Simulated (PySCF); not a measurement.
## Polarisability of [TcOCl4]-

Compound: [TcOCl4]- (charge -1 and singlet state).
Geometry (PBE0-D3(BJ)/def2-SVP, Å), atoms numbered from 1 in this order:
```
atom  x, y, z in Å
Tc1    0.0000   -0.0001    0.1937
O2     0.0010   -0.0022    1.8077
Cl3    2.2213    0.0006   -0.5058
Cl4   -0.0003    2.2261   -0.4936
Cl5   -2.2219    0.0006   -0.5040
Cl6   -0.0003   -2.2249   -0.4979
```

Level: B3LYP/def2-SVPD (PySCF), static field, nuclei fixed, core orbitals frozen in the response. The polarisability tensor in these axes (au):

```
x   128.44   0.00  -0.01
y     0.00 128.70   0.04
z    -0.01   0.04  88.58
```

Diagonalise the tensor; give its mean and Δα, where Δα² is half the sum of the squared differences of the eigenvalues.

Principal values 88.58, 128.44 and 128.70 au; mean 115.24 au = 17.08 Å³ = 19.00 × 10⁻⁴⁰ C²·m²/J; Δα = 40.00 au (35 % of the mean).

In TDDFT the mean static polarisability is Σ f/ω² over all singlet excitations (ω in hartree). How much of it do the 10 lowest give? Their energies (eV) and oscillator strengths: 1.55, 0.0001; 1.56, 0.0001; 2.55, 0.0000; 2.90, 0.0003; 2.91, 0.0002; 3.13, 0.0000; 3.57, 0.0000; 3.61, 0.0000; 3.71, 0.0000; 3.75, 0.0008.

They add up to 0.15 au, 0.1 % of the 115.24 au; the largest single term is 0.04 au, from the state at 3.75 eV. Terms in order: 0.03, 0.03, 0.00, 0.02, 0.02, 0.00, 0.00, 0.00, 0.00, 0.04 au. Higher excitations give the rest. The strengths listed sum to 0.002.

Rayleigh depolarisation ratio (linearly polarised light, static tensor)?

ρ = 3Δα²/(45ᾱ² + 4Δα²) = 4799.2/(597621 + 6398.9) = 0.00795.

Geometry: PBE0-D3(BJ)/def2-SVP; no solvent, vibrations or thermal averaging. Atoms past krypton carry effective core potentials; spin–orbit coupling is left out. The geometry's basis has no diffuse functions.
